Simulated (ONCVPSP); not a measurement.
## Before and after: ONCV potential for He

helium (He), optimised norm-conserving Vanderbilt (ONCV), made with ONCVPSP 4.0.1 (PBE, scalar-relativistic). Core none, reference 1s2. Waves: 1s: rc 0.55 bohr, ncon 4, nbas 9, qcut 15.4 1/bohr, 2 projectors, debl 1.8 Ha; p scattering state at 0.03 Ha: rc 0.50 bohr, ncon 4, nbas 7, qcut 16.4 1/bohr, 2 projectors, debl 1.1 Ha. Local part: polynomial inside 0.40 bohr (lpopt 2, dvloc0 0 Ha). Core correction: none.

Change: s: rc 0.76.

Cutoffs: the cutoffs (Ha) at which the residual kinetic energy of the hardest occupied pseudo-wave falls to 1 and 0.1 mHa per electron; they do not see the model core or the augmentation charge, which bear on the density cutoff. Errors are all-electron minus pseudo energies relative to the spin-unpolarised reference configuration.

Predict the effect on cutoff, ghosts and configuration errors.

The potential gets softer (80 Ha and 107 Ha → 63 Ha and 83 Ha); neither file shows a bound ghost. A larger radius leaves more room for a smooth pseudo-wave, so fewer plane waves are needed.

| quantity | base | changed |
| --- | --- | --- |
| cutoff, loose | 80 Ha | 63 Ha |
| cutoff, tight | 107 Ha | 83 Ha |
| bound ghosts | none | none |
| GHOST(+) flags under 300 eV | none | none |
| error for 1s1, meV [ΔE 26.96 eV] | +4.7 | +14 |
| error for 1s1.5, meV [ΔE 10.55 eV] | +0.4 | +2.1 |
| p: phases at 0.51 bohr within 0.05 rad from the reference energy up to (Ha; the scan ends near 5) | to the end of the scan | to the end of the scan |
